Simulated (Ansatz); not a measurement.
This Ansatz (an electronic-structure program) input (CCSD(T)/pcseg-0) gives -99.83404 Eh with 11 basis functions. A basis named .json is the Basis Set Exchange file of that set (core-valence sets with the plain set on hydrogen).

Ansatz 0.2 input:
```yaml
crystal:
  periodic: [false, false, false]
  atoms:
    - {symbol: F, position_ang: [0.90551277, 2.96055360, 0.81139149]}
    - {symbol: H, position_ang: [0.55368017, 2.10967584, 0.60076840]}
basis:
  gaussian:
    orbitals: pcseg-0.json
magnetization: {spin_polarized: false}
correlation: {method: ccsd_t, electrons: outside_noble_gas}
```

Change:
```diff
- orbitals: pcseg-0.json
+ orbitals: aug-pcseg-3
```

### Question
What does the run give now?

### Answer
-100.37007 Eh (CCSD(T)/aug-pcseg-3, 134 functions), a change of -536.03 mEh.
